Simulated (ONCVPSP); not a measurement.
# Scattering properties, ONCV potential for Al (Z = 13)

| Quantity | Value |
| --- | --- |
| Element | aluminium |
| Generator | ONCVPSP 4.0.1 |
| Type | optimised norm-conserving Vanderbilt (ONCV) |
| Functional | PBEsol |
| Relativity | scalar-relativistic |
| Frozen core | [Ne] |
| Valence charge | 3 |
| Reference configuration | 3s2 3p1 |
| Partial waves | 3s: rc 1.70 bohr, ncon 3, nbas 7, qcut 3.2 1/bohr, 2 projectors, debl 0.6 Ha; 3p: rc 1.75 bohr, ncon 4, nbas 8, qcut 4.3 1/bohr, 2 projectors, debl 0.7 Ha |
| Local potential | polynomial inside 1.30 bohr (lpopt 5, dvloc0 0 Ha) |
| Core correction | none |

The phase is arctan(r·R′/R) of the radial function R(r), unwrapped; energies in Ha, scanned from -2 to 5 Ha. A pole is an energy at which the radial function vanishes at the test radius. The pseudo phase is shifted by a multiple of π to meet the all-electron one at the reference energy, and phase errors are pseudo minus all-electron; the curves can meet again beyond the range given. Levels narrower than the energy grid can be missing from the lists of poles.

| channel | radius (bohr) | reference energy (Ha) | poles, all-electron | poles, pseudo | unbroken range about the reference energy with phases within 0.05 rad | phase error 1 Ha above the reference energy (rad) |
| --- | --- | --- | --- | --- | --- | --- |
| s | 1.73 | -0.28 | 2.69 | 2.28, 3.78 | below 2.3 | -0.000 |
| p | 1.77 | -0.10 | 2.83 | 2.46 | below 2.5 | -0.000 |

Note: no bound ghost flagged; GHOST(+) flagged for s at 73.7 eV, p at 475.8 eV.

Phases in the p channel:

```tsv
E (Ha)	all-electron	pseudo
-1.98	1.222	1.180
-1.62	1.140	1.119
-1.26	1.041	1.029
-0.90	0.892	0.887
-0.54	0.640	0.638
-0.18	0.190	0.190
0.18	-0.419	-0.419
0.54	-0.880	-0.880
0.90	-1.140	-1.140
1.26	-1.291	-1.293
1.62	-1.388	-1.395
1.98	-1.457	-1.474
2.34	-1.511	-1.546
2.70	-1.556	-1.629
3.06	-1.597	-1.770
3.42	-1.638	-2.227
3.78	-1.681	-3.884
4.14	-1.731	-4.359
4.50	-1.797	-4.490
4.86	-1.894	-4.553
```
